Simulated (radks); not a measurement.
The numbers below are computed, except where a source is named.
Au3+, configuration [Xe] 4f14 5d7 6s1 (not the ground configuration). Code: a radial shooting solver on a logarithmic mesh with Libxc functionals. Model: scalar-relativistic Kohn-Sham, PBEsol, spin-unpolarised, spherical densities, point nucleus.

Unscreened Slater integrals over Kohn-Sham orbitals (hartree).

integral      value
F0(6s,6s)   0.40342
F0(6s,5d)   0.46959
G2(6s,5d)   0.10992
F0(6s,5p)   0.49311
G1(6s,5p)  0.041741
F0(6s,4f)   0.52793
G3(6s,4f)  0.017177
F0(5d,5d)   0.64211
F2(5d,5d)   0.33676
F4(5d,5d)   0.22453
F0(5d,5p)   0.72284
F2(5d,5p)   0.36273
G1(5d,5p)   0.43871
G3(5d,5p)   0.27267
F0(5d,4f)   0.82600
F2(5d,4f)   0.19803
F4(5d,4f)  0.092933
G1(5d,4f)  0.063805
G3(5d,4f)  0.061019
G5(5d,4f)  0.049090
F0(5p,5p)   0.85137
F2(5p,5p)   0.45968
F0(5p,4f)    1.0481
F2(5p,4f)   0.32682
G2(5p,4f)   0.12308
G4(5p,4f)   0.10471
F0(4f,4f)    1.8366
F2(4f,4f)   0.91282
F4(4f,4f)   0.58140
F6(4f,4f)   0.42085

Derived for the open shells (J is the average intra-shell exchange parameter used in DFT+U). 5d: Racah B = F2/49 - 5 F4/441 = 0.004327 hartree, C = 35 F4/441 = 0.01782 hartree, C/B = 4.12, F4/F2 = 0.667, J = (F2 + F4)/14 = 0.04009 hartree.
